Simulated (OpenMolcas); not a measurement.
## Pr4+ in a ligand field

Pr4+ with 8 ligands (fluoride) in square antiprismatic coordination (D4d) at 2.27 Å, a polar angle of 60.7° against the regular 57.3°. A charge of +0.5 e stands 3.2 Å behind each ligand. Ligand basis ANO-RCC-VDZP.
```
Pr    0.0000    0.0000    0.0000
F     1.8296    0.7578    1.1096
F    -0.7578    1.8296    1.1096
F    -1.8296   -0.7578    1.1096
F     0.7578   -1.8296    1.1096
F     1.8296   -0.7578   -1.1096
F     0.7578    1.8296   -1.1096
F    -1.8296    0.7578   -1.1096
F    -0.7578   -1.8296   -1.1096
```

```json
{"Program": "OpenMolcas", "Method": "SS-CASPT2, IPEA 0.25 Eh, imaginary shift 0.1 Eh (closed shells correlated: 5s 5p and the ligand valence shells)", "Basis": "ANO-RCC-VTZP [8s7p5d3f2g1h]", "Scalar Hamiltonian": "DKH2, point nucleus", "Active space": "1 electron in 7 orbitals (4f)", "State averaging": "2S+1 = 2 odd, 7 roots", "Spin-orbit coupling": "RASSI with atomic mean-field integrals over the reference wave functions"}
```

The lowest spin-free states, above the lowest:

| State | Degeneracy | E (cm-1) | Free-ion L (%) |
| --- | --- | --- | --- |
| 2S+1 = 2 | 2 | 0 | F (100) |
| 2S+1 = 2 | 1 | 550 | F (100) |
| 2S+1 = 2 | 2 | 1160 | F (100) |
| 2S+1 = 2 | 2 | 1490 | F (100) |

The lowest levels with spin-orbit coupling:

| E (cm-1) | Degeneracy | 2S+1 | J | |mJ| (%) | g |
| --- | --- | --- | --- | --- | --- |
| 0 | 2 | 2 | 2.52 | 1/2 (100) | 0.68 2.57 2.57 |
| 680 | 2 | 2 | 2.58 | 3/2 (100) | 0.00 0.00 3.01 |
| 980 | 2 | 2 | 2.51 | 5/2 (100) | 0.00 0.00 4.17 |
| 3240 | 2 | 2 | 3.51 | 1/2 (100) | 1.30 4.57 4.57 |
| 3500 | 2 | 2 | 3.46 | 3/2 (100) | 0.00 0.00 2.90 |
| 4060 | 2 | 2 | 3.51 | 7/2 (100) | 0.00 0.00 7.93 |
| 4350 | 2 | 2 | 3.50 | 5/2 (100) | 0.00 0.00 5.68 |

Powder χT (cm3 K/mol): 0.428 at 2 K, 0.433 at 10 K, 0.457 at 50 K, 0.487 at 100 K, 0.546 at 200 K, 0.599 at 300 K. The effective moment at 300 K is 2.828 √(χT) = 2.19 μB.

Hund's rules give f1 the level 2F5/2 with g = 0.857, so an isolated free-ion multiplet has χT = g² J(J+1) / 8 = 0.804 cm3 K/mol. The computed 0.599 at 300 K differs by -25 %, through the field's splitting, the mixing of terms and any other multiplet in reach.

Stevens parameters of the J = 5/2 multiplet, which is 985 cm-1 wide (cm-1, z along the main axis): B20 = 5.058e+01, B40 = -1.241e+00.

Over all roots computed the reference weight is 0.66; a low but even weight reflects the number of correlated electrons. Splittings of an f shell from a small cluster at a set distance can be off by tens of per cent, mostly too small. No measured value stands beside these numbers; the geometry is a model, was not optimised and need not be the one that this ion takes.

A state without a sure symmetry label is named by its multiplicity alone.
